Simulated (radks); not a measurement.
The numbers below are computed, except where a source is named.
Isoelectronic series with 18 electrons, each ion in its NIST ground configuration. Level of theory: scalar-relativistic Kohn-Sham, r2SCAN, spin-polarised, spherical densities, finite nucleus; meta-GGA in the generalised Kohn-Sham scheme; Fermi nuclear charge, rms radius of each element as measured or else 0.836 A^(1/3) + 0.57 fm (a radial shooting solver on a logarithmic mesh with Libxc functionals). Total energies (hartree) and orbital eigenvalues (eV):

ion    configuration  E (hartree)         3p         3s         2p
Ar              [Ar]   -529.40910   -10.7112   -25.3981  -233.2438
K+              [Ar]   -602.12192   -25.4685   -42.8234  -290.0401
Ca2+            [Ar]   -679.86583   -43.7651   -63.8405  -354.3403
Sc3+            [Ar]   -762.63921   -65.4177   -88.2542  -425.9166
Ti4+            [Ar]   -850.44616   -90.3315  -115.9676  -504.6502
V5+             [Ar]   -943.29425  -118.4505  -146.9260  -590.4715
Cr6+            [Ar]  -1041.19326  -149.7391  -181.0968  -683.3381
Mn7+            [Ar]  -1144.15490  -184.1741  -218.4610  -783.2235
Fe8+            [Ar]  -1252.19243  -221.7401  -259.0076  -890.1120
Co9+            [Ar]  -1365.32021  -262.4270  -302.7316  -1003.995
Ni10+           [Ar]  -1483.55408  -306.2283  -349.6321  -1124.870
Cu11+           [Ar]  -1606.91013  -353.1403  -399.7112  -1252.736
Zn12+           [Ar]  -1735.40663  -403.1614  -452.9735  -1387.598
Ga13+           [Ar]  -1869.06194  -456.2915  -509.4255  -1529.463
Ge14+           [Ar]  -2007.89571  -512.5319  -569.0755  -1678.338
As15+           [Ar]  -2151.92893  -571.8849  -631.9331  -1834.233
Se16+           [Ar]  -2301.18269  -634.3537  -698.0093  -1997.159
Br17+           [Ar]  -2455.67977  -699.9422  -767.3160  -2167.130
Kr18+           [Ar]  -2615.44344  -768.6551  -839.8665  -2344.160
Rb19+           [Ar]  -2780.49825  -840.4975  -915.6748  -2528.263
